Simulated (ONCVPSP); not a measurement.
Building the ONCV potential for Nd (LDA (Perdew-Wang 92), fully relativistic).

```
Element                 : Nd (Z = 60)
Generator               : ONCVPSP 4.0.1
Type                    : optimised norm-conserving Vanderbilt (ONCV)
Functional              : LDA (Perdew-Wang 92)
Relativity              : fully relativistic
Frozen core             : [Kr] 4d10
Valence charge          : 14
Reference configuration : 4f3 5s2 5p6 5d1 6s2
Partial waves           : 5s+6s: rc 2.30 bohr, ncon 3, nbas 7, qcut 5.8 1/bohr, 2 projectors; 5p: rc 1.60 bohr, ncon 3, nbas 7, qcut 4.5 1/bohr, 1 projector; 5d: rc 2.75 bohr, ncon 5, nbas 9, qcut 3.3 1/bohr, 2 projectors, debl 3.4 Ha; 4f: rc 1.70 bohr, ncon 5, nbas 10, qcut 8.3 1/bohr, 2 projectors, debl 2.6 Ha
Local potential         : polynomial inside 1.15 bohr (lpopt 1, dvloc0 0 Ha)
Core correction         : Teter function, fcfact 4, rcfact 1.75
```

Open shells are filled in proportion to 2j + 1.

Question: Estimate the cutoffs (Ha) at which the residual kinetic energy of the hardest occupied pseudo-wave falls to 1 and 0.1 mHa per electron.

Answer: 124 Ha and 148 Ha.

Question: What does a ghost test show?

Answer: Ghosts flagged at negative energy: s at -14.0 eV; GHOST(+) flagged for p3/2 at 26.2 eV, d5/2 at 357.8 eV, d3/2 at 420.9 eV. A true bound ghost makes a file unfit for plane-wave use.

Question: Which valence shell sets the plane-wave cutoff?

Answer: 4f: 124 Ha for 1 mHa per electron, against 41 Ha for 5p.

Its largest configuration-test error is +384 meV (4f4 5s2 5p6 5d0 6s0). 2 of 4 tests not solved or not reliable.
